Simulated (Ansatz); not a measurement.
Calculated with Ansatz (gas phase, PBE0-D4/def2-TZVP geometries, no zero-point term in ΔE). CBS: MP2 limit from def2 TZ/QZ plus the TZ coupled-cluster correction, frozen cores. This one scheme is used for every species. Functionals use def2-TZVPP. For Ge outer-core shells are correlated without core-valence functions, which leaves a few kJ/mol of doubt a bond. Scalar relativity is left out up to krypton. Each species was taken in one conformer, which may not be the lowest.

Consider the formal exchange of groups at a Ge–C bond: `O[CH2][GeH2][OH]` + `[F][GeH3]` → `[OH][GeH2][GeH2][F]` + CH₃OH.

| level | ΔE (kcal/mol) |
| --- | --- |
| r2SCAN-D4 | -11.4 |
| ωB97X-V | -9.9 |
| ωB97M-V | -10.0 |
| PBE | -12.6 |
| HF/def2-TZVPP | -9.5 |
| MP2/def2-TZVPP | -9.0 |
| MP2/CBS(def2) | -9.5 |
| CCSD/CBS(def2) | -9.9 |

Q: What does CCSD(T)/CBS give? (An estimate is asked.)

A: Computed: -9.9 kcal/mol. The listed levels differ from it by -1.5, 0.0, -0.1, -2.7, 0.4, 0.9, 0.4, 0.0 kcal/mol.

Largest T1 diagnostic among the species: 0.012.

From PBE to PBE0 (25 % exact exchange), in def2-TZVPP and without D4, ΔE moves by +0.8 kcal/mol.

CCSD(T)/CBS has its own doubt, a few kJ/mol and more with outer-core shells, so smaller differences from it don't rank the levels.
